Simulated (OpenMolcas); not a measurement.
# 4f² along the 56-electron sequence

```
Program             : OpenMolcas 26.06
Method              : CASSCF
Basis               : ANO-RCC-VQZP
Scalar Hamiltonian  : DKH2, point nucleus
Spin-orbit coupling : RASSI with atomic mean-field integrals over the reference wave functions, term energies averaged over their components
```

Active space for each ion: 2 electrons in 7 orbitals (4f).

Computed levels in cm-1 above ³H₄:

```json
{"Level": "³H₅", "Ce2+": "1654", "Pr3+": "2277", "Nd4+": "2974"}
{"Level": "³H₆", "Ce2+": "3426", "Pr3+": "4687", "Nd4+": "6078"}
{"Level": "³F₂", "Ce2+": "5629", "Pr3+": "6788", "Nd4+": "7760"}
{"Level": "³F₃", "Ce2+": "6682", "Pr3+": "8249", "Nd4+": "9688"}
{"Level": "¹D₂", "Ce2+": "19335", "Pr3+": "23461", "Nd4+": "26891"}
{"Level": "¹I₆", "Ce2+": "23105", "Pr3+": "28058", "Nd4+": "32161"}
{"Level": "³P₀", "Ce2+": "24669", "Pr3+": "29511", "Nd4+": "33444"}
{"Level": "³P₁", "Ce2+": "25119", "Pr3+": "30148", "Nd4+": "34305"}
{"Level": "³P₂", "Ce2+": "25963", "Pr3+": "31354", "Nd4+": "35937"}
{"Level": "weight of ³H in the lowest level (%)", "Ce2+": "98", "Pr3+": "97", "Nd4+": "97"}
```

Measured, with the error of the calculation in %. Measured levels: Ce2+, Pr3+ from Martin, Zalubas and Hagan, Atomic Energy Levels: The Rare-Earth Elements, NSRDS-NBS 60 (1978); Nd4+ from the list in Carvajal Gallego et al., Mon. Not. R. Astron. Soc. 518, 332 (2023).

| Level | Ce2+ | Pr3+ | Nd4+ |
| --- | --- | --- | --- |
| ³H₅ | 1528 (+8.2) | 2152 (+5.8) | 2834 (+4.9) |
| ³H₆ | 3127 (+9.6) | 4389 (+6.8) | 5743 (+5.8) |
| ³F₂ | 3763 (+49.6) | 4997 (+35.9) | 5894 (+31.7) |
| ³F₃ | 4765 (+40.2) | 6415 (+28.6) | 7785 (+24.4) |
| ¹D₂ | 12835 (+50.6) | 17334 (+35.3) | 20551 (+30.8) |
| ¹I₆ | 17421 (+32.6) | 22212 (+26.3) | 26088 (+23.3) |
| ³P₀ | 16072 (+53.5) | 21390 (+38.0) | 25051 (+33.5) |
| ³P₁ | 16524 (+52.0) | 22007 (+37.0) | 25893 (+32.5) |
| ³P₂ | 17317 (+49.9) | 23161 (+35.4) | 27479 (+30.8) |

The fine-structure level ³H₆ changes by a factor of 1.77 from Ce2+ to Nd4+. Its fourth root runs 7.65, 8.27, 8.83, with steps per unit of Z of 0.62, 0.56; equal steps would mean a (Z - σ)^4 law with constant σ.

³F₂ changes by a factor of 1.38 over the same range, with steps per unit of Z of +1160, +972 cm-1.

Without dynamic correlation excited terms often stand tens of per cent too high (terms of higher spin than the ground term too low), and those without a measured partner can miss by more than the paired ones. Some levels mix across a computed gap that differs much from the measured one, so their mixing is not that of the real levels (holds for Pr3+; Nd4+). Measured partners are found by configuration, term and J. A level has none where our copy of the source lacks it or the pairing is in doubt (some pairs that miss far off the trend of their configuration count as doubtful), and it then counts in no deviation. Levels of configurations outside the active space are missing.
